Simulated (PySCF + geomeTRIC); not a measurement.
The multiplicity is imposed and other spin states were not computed.

Species: [Cu(H2O)(H)] (charge 0, multiplicity 1).

Task: Give a relaxed geometry from TPSS-D3(BJ)/def2-SVP (PySCF + geomeTRIC).

Result: This is not unique; one that fits is the end point of this relaxation, one of several conformers.
Cartesian coordinates (Å) in one orientation:
```xyz
5

Cu    -0.028     0.006    -0.029
O     -1.574    -0.160    -1.259
H     -2.405    -0.106    -0.746
H     -1.580    -1.055    -1.654
H      1.121     0.111     0.902
```
